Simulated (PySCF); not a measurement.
**Steps of a relaxation of [Bi7]2+**

[Bi7]2+ (quartet). PySCF 2.14.0, UKS TPSS, Bi def2-SVP with ECP60; non-relativistic Hamiltonian with scalar-relativistic core potentials where named; density fitting; no spin-orbit coupling. Origin of the start: template. Columns: position (Å) and force (eV/Å). Energies are counted from the last step; some of the 10 steps are shown. Forces carry noise of the integration grid, about 0.01 to 0.03 eV/Å.

Run from Python with OMP_NUM_THREADS=4. Where DIIS fails, smearing, a level shift and second-order steps follow.
It took 7.2 min on 4 threads of Arm Neoverse V1, on a shared host, from the converged density of the start.

```xyz
7
step 0  E = 2.059 eV
Bi    2.5530    0.0000    0.0000     2.33    0.00    0.00
Bi    0.7889    2.4280    0.0000     1.62    2.81    0.00
Bi   -2.0654    1.5006    0.0000    -2.77    0.70    0.00
Bi   -2.0654   -1.5006    0.0000    -2.77   -0.70    0.00
Bi    0.7890   -2.4280    0.0000     1.62   -2.81    0.00
Bi    0.0000    0.0000    1.5900    -0.02    0.00    4.40
Bi    0.0000    0.0000   -1.5900    -0.02    0.00   -4.40
```

```xyz
7
step 3  E = 0.109 eV
Bi    2.6904    0.0000    0.0000     0.26   -0.15    0.00
Bi    0.8313    2.5587    0.0000    -0.69   -0.11    0.00
Bi   -2.1766    1.5813    0.0000     0.52    0.70    0.00
Bi   -2.1765   -1.5814    0.0000     0.37   -0.69    0.00
Bi    0.8314   -2.5587    0.0000    -0.48    0.25    0.00
Bi    0.0000    0.0000    1.8436     0.00    0.00    0.57
Bi    0.0000    0.0000   -1.8436     0.00    0.00   -0.57
```

```xyz
7
step 6  E = 0.015 eV
Bi    2.6603    0.0000    0.0000    -0.05   -0.07    0.00
Bi    0.8220    2.5301    0.0000    -0.53   -0.21    0.00
Bi   -2.1522    1.5636    0.0000     0.53    0.45    0.00
Bi   -2.1522   -1.5637    0.0000     0.48   -0.43    0.00
Bi    0.8221   -2.5300    0.0000    -0.43    0.26    0.00
Bi    0.0000    0.0000    2.0000     0.00    0.00   -0.09
Bi    0.0000    0.0000   -2.0000     0.00    0.00    0.09
```

Where does the relaxation end?

It converges at step 9 in D5h:
```xyz
7
step 9  E = 0
Bi    2.6297    0.0000    0.0000
Bi    0.8126    2.5010    0.0000
Bi   -2.1275    1.5457    0.0000
Bi   -2.1275   -1.5457    0.0000
Bi    0.8127   -2.5010    0.0000
Bi    0.0000    0.0000    2.0183
Bi    0.0000    0.0000   -2.0183
```

No frequency check is given that shows the relaxed geometry to be a minimum. Open shells may have lower solutions than the one found.
